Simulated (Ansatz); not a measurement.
Reactions of C4H10, SMILES `CC(C)C`.

Isolated molecules relaxed with PBE0-D4/def2-TZVP in Ansatz; ΔE leaves out vibrations. CCSD(T)/CBS adds triple-zeta CCSD(T) − MP2 to the extrapolated MP2 energy (def2 sets, frozen cores). This one scheme is used for every species, atoms too. Open shells (•) are unrestricted, without spin–orbit coupling. Spin–orbit coupling would lower the free atoms: a little for F. Bonds to Mg are less sure, by a few kJ/mol each and by 10 to 20 or more in all where they break to atoms, as the def2 sets lack core-valence functions. Each species was taken in one conformer, which may not be the lowest.

Problem. Order these by ΔE at CCSD(T)/CBS, lowest first. (Estimate.)
A. `CC(C)C` → `CCC` + `[CH2]` (triplet)
B. `CC(C)C` + F• → `C[C](C)C`• + H–F
C. `CC(C)C` + `[F][Mg][SH]` → `C[S][Mg][F]` + `CCC`

Solution. B (-156.1 kJ/mol), C (+39.1 kJ/mol), A (+442.3 kJ/mol).

Largest T1 diagnostic: 0.011, for `[CH2]` (triplet).
